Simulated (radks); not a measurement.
Dipole-allowed excitations along the series with 29 electrons in [Ar] 3d10 4s1. Calculated with a radial shooting solver on a logarithmic mesh with Libxc functionals: non-relativistic Kohn-Sham, LB94 model potential, spin-polarised, spherical densities, point nucleus; open shells are filled with parallel spins first (spin-orbit coupling, left out, can overturn this in heavy ions). Time-dependent linear response with the Hartree and adiabatic LDA kernel, continuum included through the Sternheimer equations. Lines are the poles of the dipole polarisability below minus the highest occupied eigenvalue, found on a grid refined at the orbital gaps; the lowest seven at most are given, and weak or close lines can be missed. The first line takes the name of the lowest orbital gap if no other gap lies below it; otherwise a line is named after a gap within 0.6 % of it, if that gap stands alone.

species	-e(HOMO) (eV)	lowest orbital gap (eV)	first line (eV)	f	static alpha (bohr^3)
Sn21+	634.15	4s-4p 41.503	44.261 (4s-4p)	0.494	0.2085
Sb22+	683.29	4s-4p 43.206	46.064 (4s-4p)	0.484	0.1881
Te23+	734.14	4s-4p 44.908	47.869 (4s-4p)	0.474	0.1703
I24+	786.71	4s-4p 46.610	49.672 (4s-4p)	0.464	0.1546
Xe25+	841.00	4s-4p 48.312	51.475 (4s-4p)	0.455	0.1409
